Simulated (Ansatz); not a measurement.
Geometry optimisation, Ansatz 0.2.0, RKS B3LYP/def2-SVP.

Input:

```yaml
crystal:
  periodic: [false, false, false]
  atoms:
    - { symbol: "N", position_ang: [-0.6836, 0.4076, 0.7468] }
    - { symbol: Si, position_ang: [0.3422, -0.4864, -0.171] }
    - { symbol: F, position_ang: [1.5799, -0.7929, 0.7324] }
    - { symbol: F, position_ang: [-0.3339, -1.8108, -0.6014] }
    - { symbol: Cl, position_ang: [0.8941, 0.5836, -1.8297] }
    - { symbol: H, position_ang: [-1.5053, 0.7056, 0.1215] }
    - { symbol: H, position_ang: [-0.2322, 1.3253, 0.9557] }
basis:
  gaussian: { orbitals: def2-SVP }
hamiltonian:
  xc: b3lyp
relax:
  f_tol: 0.015
  max_steps: 40
output:
  orbitals: {}
```

Launched with:

```bash
$ ansatz run input.yaml --threads 1 --pin off --max-ram 2048MiB --backend cpu --events-out ev --progress --plain --runs-dir out
```

Question: Where does it end, and by what steps?

Answer: It converged. After 9 steps the energy has fallen by 0.464 eV; H7 moved furthest, 0.40 Å.

```json
{"step": "0", "energy less start (eV)": "0.0000", "largest force component (eV/Å)": "3.032", "accepted": "yes"}
{"step": "1", "energy less start (eV)": "-0.3128", "largest force component (eV/Å)": "1.451", "accepted": "yes"}
{"step": "2", "energy less start (eV)": "-0.4192", "largest force component (eV/Å)": "0.299", "accepted": "yes"}
{"step": "3", "energy less start (eV)": "-0.4541", "largest force component (eV/Å)": "0.350", "accepted": "yes"}
{"step": "4", "energy less start (eV)": "-0.4584", "largest force component (eV/Å)": "0.275", "accepted": "yes"}
{"step": "5", "energy less start (eV)": "-0.3610", "largest force component (eV/Å)": "2.079", "accepted": "no"}
{"step": "6", "energy less start (eV)": "-0.4630", "largest force component (eV/Å)": "0.078", "accepted": "yes"}
{"step": "7", "energy less start (eV)": "-0.4607", "largest force component (eV/Å)": "0.310", "accepted": "no"}
{"step": "8", "energy less start (eV)": "-0.4639", "largest force component (eV/Å)": "0.028", "accepted": "yes"}
{"step": "9", "energy less start (eV)": "-0.4641", "largest force component (eV/Å)": "0.004", "accepted": "yes"}
```

```xyz
7
Properties=species:S:1:pos:R:3
N -0.709 0.550 0.609
Si 0.370 -0.424 -0.254
F 1.643 -0.699 0.689
F -0.318 -1.828 -0.628
Cl 1.074 0.336 -2.028
H -1.626 0.799 0.253
H -0.373 1.199 1.313
```

Time of the run: 68 s on 1 thread of Arm Neoverse N1 (shared host), peak memory 0.18 GiB.
